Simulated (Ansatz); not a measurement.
```yaml
crystal:
  periodic: [false, false, false]
  atoms:
    - {symbol: N, position_ang: [1.756244, -1.638914, 1.200683]}
    - {symbol: C, position_ang: [1.003150, -0.938906, 0.684319]}
    - {symbol: Sn, position_ang: [-0.345665, 0.317542, -0.251151]}
    - {symbol: F, position_ang: [-1.763534, -0.650167, -1.014296]}
    - {symbol: F, position_ang: [0.477103, 1.298219, -1.626102]}
    - {symbol: F, position_ang: [-1.085198, 1.548326, 0.960249]}
basis:
  gaussian: {orbitals: def2-TZVP}
total_charge: 1
magnetization: {spin_polarized: false, initial_magnetization: 1}
hamiltonian: {xc: {name: wB97}}
```

```sh
$ ansatz run in.yaml --threads 2 --pin off --events-out ev --progress --plain --max-ram 32768MiB --backend cpu
```

Shortened log:

```
Functional definition: wB97
1191 factors; their error is unknown
327 factors; integrals over basis functions are off by at most 1.6e-5 eV
mean field evaluation 1: about -16487.7360 eV, gradient 9.4e1 eV
mean field evaluation 2: about -16462.6123 eV, gradient 1.6e2 eV
mean field evaluation 4: about -16494.8848 eV, gradient 4.5e1 eV
mean field evaluation 8: about -16494.6989 eV, gradient 4.4e1 eV
mean field evaluation 16: about -16500.8351 eV, gradient 2.7e-1 eV
mean field evaluation 32: about -16500.9199 eV, gradient 3.4e-2 eV
mean field evaluation 64: about -16500.9199 eV, gradient 7.2e-3 eV
mean field evaluation 96: about -16500.9199 eV, gradient 1.3e-2 eV
mean field -16500.91990685 eV, -606.3976218515 hartree, gradient 2.2e-6 eV, S^2 0.750000; 6 other end points of the search recorded, 0 dependent functions left out
reference -16500.91989698 eV, -606.3976214888 hartree; 31, 30 occupied and 174, 175 virtual orbitals, 1191 factors
Total energy: -16500.91989698 eV, -606.3976214888 hartree
```

It took 7.8 min on 2 threads of an AMD EPYC 7R13 on a shared host, with 0.84 GiB of host memory at the peak.
